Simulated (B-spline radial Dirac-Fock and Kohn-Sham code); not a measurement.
**f′ and f″ of Tc, 699.2 eV to 4.065 keV**

Method: the dispersion relation over Dirac-Hartree-Slater subshell photoionisation cross sections, with the Kissel-Pratt high-energy constant (isolated atom, no bound-bound lines or fine structure). Computed with a radial atomic solver. The forward scattering factor is f₀ + f′ + i f″.

Edges near this range: L1 3043.0 eV, L2 2793.0 eV, L3 2677.0 eV, M1 544.0 eV.

```
hν (eV)  λ (Å)   f′ (e)  f″ (e)  tabulated f′  tabulated f″
  699.2  17.73  -10.649  18.021             –         17.98
  699.5  17.72  -10.641  18.013             –         17.98
  896.3  13.83   -7.700  13.751             –         13.56
    933  13.29   -7.401  13.121             –         12.94
   1000  12.40   -6.974  12.077         -6.90         11.91
   1215  10.20   -6.291   9.465         -6.27          8.95
 1253.6  9.890        ?       ?             ?             ?
   1470  8.434   -6.213   7.360         -6.21          6.83
 1486.9  8.338   -6.224   7.247         -6.22          6.73
   2000  6.199   -7.311   4.785         -7.39          4.45
   2448  5.065  -10.194   3.558        -10.29          3.35
 2984.4  4.154   -9.188  12.961         -9.63         13.00
   4000  3.100   -1.543   9.589         -1.54          9.40
   4065  3.050   -1.390   9.352         -1.38          9.16
```

Q: What are f′ and f″ at Mg Kα (1253.6 eV)?

A: f′ = -6.241 and f″ = 9.090 electrons (tables: -6.22 and 8.56). By the optical theorem f″ corresponds to a photoabsorption cross section 2 rₑ λ f″ = 507000 b.

Tabulated f′: xraylib 4.2 anomalous scattering factors (Cullen et al., EPDL97); f″: Chantler's tables (J. Phys. Chem. Ref. Data 1995 and 2000). Both are theoretical tables.
